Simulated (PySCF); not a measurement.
## Polarisability and C₆ of O²⁺ (oxygen, charge +2)

[He] 2s2 2p2, high-spin 3P determinant. Computed with PySCF 2.14 in aug-cc-pwCVDZ (5s4p2d, 27 functions), with no relativity, point nucleus. Coupled (time-dependent) response in atomic units; α is the mean over directions. A double-zeta set is small for polarisabilities.

```
 method  mean α (bohr³)         α xx, yy, zz  C₆ (like pair)  S(−4)
    UHF           1.817  1.932, 1.759, 1.759           2.395  3.577
    PBE           1.756  1.877, 1.695, 1.695           2.362  2.770
   PBE0           1.757  1.879, 1.696, 1.696           2.352  2.847
  M06-L           1.772  1.874, 1.721, 1.721           2.462  2.526
r2SCANh           1.786  1.906, 1.726, 1.726           2.456  2.879
```

S(−4) is the Cauchy moment in α(ω) = α(0) + S(−4) ω² + …

α(iu) at M06-L:

```json
{"u (hartree)": "0", "α(iu) (bohr³)": "1.772"}
{"u (hartree)": "0.0500", "α(iu) (bohr³)": "1.766"}
{"u (hartree)": "0.100", "α(iu) (bohr³)": "1.747"}
{"u (hartree)": "0.200", "α(iu) (bohr³)": "1.679"}
{"u (hartree)": "0.300", "α(iu) (bohr³)": "1.582"}
{"u (hartree)": "0.500", "α(iu) (bohr³)": "1.357"}
{"u (hartree)": "0.750", "α(iu) (bohr³)": "1.101"}
{"u (hartree)": "1.00", "α(iu) (bohr³)": "0.8991"}
{"u (hartree)": "1.50", "α(iu) (bohr³)": "0.6238"}
{"u (hartree)": "2.00", "α(iu) (bohr³)": "0.4529"}
{"u (hartree)": "3.00", "α(iu) (bohr³)": "0.2654"}
{"u (hartree)": "5.00", "α(iu) (bohr³)": "0.1208"}
```

A single London oscillator, α(iu) = α/(1 + u²/ω²), gives C₆ = (3/4) ω α². Matching the computed C₆ needs ω = 4 × 2.462 / (3 × 1.772²) = 1.05 hartree.

For an ion, C₆ is the dispersion term alone; charge-induced terms of lower order in 1/R come first.

The components differ because the open shell of this determinant is not spherical; for a pure term their mean is the scalar polarisability.
